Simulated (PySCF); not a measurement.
C₂H₃F₂Ga.

```xyz
8

Ga     0.0421    -0.3199     0.0000
F      0.9727    -1.8039     0.0000
F     -1.6886    -0.6084     0.0000
C      0.7572     1.4717     0.0000
C     -0.0675     2.5318     0.0000
H      1.8422     1.6229     0.0000
H      0.3142     3.5598     0.0000
H     -1.1571     2.4230     0.0000
```
Charge 0, spin multiplicity 1.

Coordinates come from a TPSSh-D3(BJ)/def2-SVP optimisation. The structure was generated by enumeration; whether it is a known compound was not checked. The values are those of a single conformer.

All values below come from PBE/pcSseg-1 (PySCF). Non-relativistic, no solvent.

Computed absolute GIAO shielding of each atom: isotropic value and principal components (ppm):
```tsv
atom	σ(iso)	σ11	σ22	σ33	span
Ga1	1489.1	1237.3	1526.8	1703.4	466.2
F2	293.0	151.8	323.0	404.2	252.4
F3	306.1	148.2	361.1	408.9	260.8
C4	44.7	-54.6	34.7	154.1	208.8
C5	24.1	-101.1	18.2	155.3	256.4
H6	25.0	23.6	23.9	27.4	3.8
H7	24.2	21.2	24.0	27.5	6.3
H8	24.4	20.4	23.2	29.8	9.4
```
